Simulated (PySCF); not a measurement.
## Frontier orbitals and the lowest excitations

Species: C3H12OPSi (charge +1).
SMILES with atom numbers: `[CH3:1][CH:2]([CH3:3])[O:4][SiH2:5][PH3+:6]` (hydrogens: H7, H8, H9 on C1; H10 on C2; H11, H12, H13 on C3; H14, H15 on Si5; H16, H17, H18 on P6)

Geometry (GFN2-xTB, Å), atoms numbered from 1 in this order:
```xyz
18
C3H12OPSi angstrom
C     -1.8669    0.6256    0.9984
C     -1.3257   -0.0303   -0.2580
C     -1.5412   -1.5352   -0.2667
O      0.0866    0.1940   -0.3680
Si     1.1652    1.3229   -0.1193
P      2.9765   -0.1310   -0.5152
H     -1.6916    1.6991    0.9768
H     -2.9362    0.4524    1.0700
H     -1.3879    0.2038    1.8788
H     -1.7823    0.4216   -1.1456
H     -2.6043   -1.7527   -0.2552
H     -1.1076   -1.9758   -1.1604
H     -1.0814   -1.9863    0.6088
H      1.2940    2.3299   -1.1654
H      1.3830    1.7624    1.2542
H      3.2795   -1.0694    0.4471
H      4.2204    0.4265   -0.7016
H      2.9112   -0.9513   -1.6196
```

Computed with TDDFT PBE0/def2-SVPD, vertical, gas phase, core orbitals frozen in the response in PySCF.

Frontier orbitals with the atoms that hold most of them (Löwdin shares over 4%, at most four atoms; ? is withheld):

| orbital | ε (eV) | atoms |
| --- | --- | --- |
| HOMO-3 | -14.06 | C3 23%, O4 15%, H13 12%, Si5 9% |
| HOMO-2 | -13.83 | C3 23%, C1 18%, O4 15%, H12 13% |
| HOMO-1 | -12.83 | O4 28%, C2 18%, C3 16%, C1 15% |
| HOMO | -12.52 | ? |
| LUMO | -5.48 | ? |
| LUMO+1 | -4.96 | P6 50%, Si5 14%, H16 14%, H18 9% |
| LUMO+2 | -4.47 | P6 35%, Si5 20%, H17 18%, O4 10% |

Problem. Which atoms hold the HOMO, and with what shares?

Solution. O4 (bonded to C and Si) 32%; C2 (bonded to 2 C, O and H) 20%; H10 (bonded to C) 12%; C1 (bonded to C and 3 H) 8%. By element: oxygen 32%, carbon 28% or more, hydrogen 12% or more.

Problem. Give the leading atoms of the LUMO.

Solution. Si5 (bonded to O, P and 2 H) 33%; P6 (bonded to Si and 3 H) 29%; H18 (bonded to P) 8%; H15 (bonded to Si) 7%. By element: silicon 33%, phosphorus 29%, hydrogen 15% or more.

Problem. The HOMO–LUMO gap is 7.05 eV. Where does the response calculation put the lowest singlet, and from which orbitals?

Solution. S1 is at 5.81 eV (f = 0.0003), 1.24 eV below the gap, made of HOMO→LUMO (96%). Without the coupling terms of the response equations the lowest excitation would equal the gap.

Problem. One configuration dominates each of S1, S2 and S3. Which, and how do the shares of the two leading atoms of either orbital change from the occupied to the empty one?

Solution. 
- S1 (5.81 eV, f 0.0003), HOMO→LUMO (96%): O4 32% → at most 7%, C2 20% → at most 7%, Si5 at most 9% → 33%, P6 at most 9% → 29%
- S2 (6.17 eV, f 0.013), HOMO-1→LUMO (96%): O4 28% → at most 7%, C2 18% → at most 7%, Si5 at most 15% → 33%, P6 at most 15% → 29%
- S3 (6.56 eV, f 0.0052), HOMO→LUMO+1 (97%): O4 32% → at most 9%, C2 20% → at most 9%, P6 at most 9% → 50%, Si5 at most 9% → 14%

Löwdin shares depend on the basis, the more so with diffuse functions.

One conformer stands for the species.
